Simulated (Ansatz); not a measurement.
Consider the formal loss of a carbene: `CCOB(O)O` → `[CH2]` (triplet) + `COB(O)O`.

Calculated with Ansatz (gas phase, PBE0-D4/def2-TZVP geometries, no zero-point term in ΔE). CCSD(T)/CBS adds triple-zeta CCSD(T) − MP2 to the extrapolated MP2 energy (def2 sets, frozen cores). This one scheme is used for every species. DFT in def2-TZVPP. B3LYP here is the variant with VWN-RPA as its local correlation; programs differ in this. Triplets are unrestricted, without spin–orbit coupling. Each species was taken in one conformer, which may not be the lowest.

`CCOB(O)O`:

Cartesian coordinates in Å:
```
C -1.759 0.829 0.798
C -0.532 -0.041 0.710
O 0.156 0.255 -0.497
B 1.279 -0.433 -0.841
O 1.766 -1.421 -0.034
O 1.927 -0.131 -2.008
H -2.427 0.642 -0.045
H -2.303 0.621 1.722
H -1.485 1.886 0.790
H -0.803 -1.101 0.727
H 0.134 0.137 1.562
H 2.558 -1.820 -0.398
H 1.490 0.578 -2.485
```

`[CH2]` (triplet):

Z-matrix (Å, degrees):
```
C
H 1 1.079
H 1 1.079 2 134.9
```

`COB(O)O`:

```xyz
10

C    -0.908   -1.234    0.168
O    -0.740    0.081   -0.322
B     0.440    0.735   -0.139
O     0.589    2.008   -0.619
O     1.473    0.131    0.518
H    -0.186   -1.919   -0.285
H    -0.786   -1.270    1.253
H    -1.917   -1.555   -0.091
H    -0.205    2.319   -1.059
H     2.242    0.703    0.576
```

(1) Is it downhill or uphill in electronic energy at CCSD(T)/CBS, and by how much? (Best estimate.)

(2) What do these levels give: PBE0-D4, ωB97X-V, B2PLYP, PBE, r2SCAN, PBE0, B3LYP, HF/def2-TZVPP, MP2/def2-TZVPP, SCS-MP2/def2-TZVPP, HF/CBS(def2), MP2/CBS(def2)? (Best estimate.)

Largest T1 diagnostic among the species: 0.012.

Answers

(1) Computed: Uphill: ΔE = +448.2 kJ/mol.

(2) The calculation gave: PBE0-D4 445.1, ωB97X-V 458.7, B2PLYP 438.2, PBE 447.6, r2SCAN 424.1, PBE0 440.4, B3LYP 431.0, HF/def2-TZVPP 302.3, MP2/def2-TZVPP 449.1, SCS-MP2/def2-TZVPP 449.6, HF/CBS(def2) 302.4, MP2/CBS(def2) 460.4 kJ/mol.

The D4 term adds +8.4 kJ/mol with B3LYP and +4.6 kJ/mol with PBE0; it sums over pairs of atoms, weighted by their polarisabilities, and B3LYP, whose exchange is more repulsive, gets the larger term. In def2-TZVPP, CCSD(T) changes the Hartree–Fock value by +134.6 kJ/mol (the triples alone add +10.8 kJ/mol) and MP2 by +146.8 kJ/mol. From PBE to PBE0 (25 % exact exchange), in def2-TZVPP and without D4, ΔE moves by −7.2 kJ/mol.
